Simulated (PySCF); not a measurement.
Computed shifts of a molecule C5H3F, PBE0/pcSseg-1 (PySCF), GIAO, gas phase, atoms alike by connectivity averaged where their shifts nearly agree, in ppm (number of nuclei): ¹³C: 85.9 (2), 82.2 (2), 73.9 (1). ¹⁹F: -201.5 (1). ¹H: 5.94 (1), 2.92 (2). References: ¹³C against TMS (σ = 186.3 ppm); ¹⁹F against CFCl3 (σ = 167.2 ppm); ¹H against TMS (σ = 31.56 ppm), references at their B3LYP-D3(BJ)/def2-TZVP geometries, non-relativistic. Geometry: B3LYP-D3(BJ)/def2-SVP. The values are those of a single conformer.

Task: Which structure fits?
A. C#CC(F)C#C
B. C#CC=C=CF
C. C#CC(F)=C=C

Result: A, C#CC(F)C#C
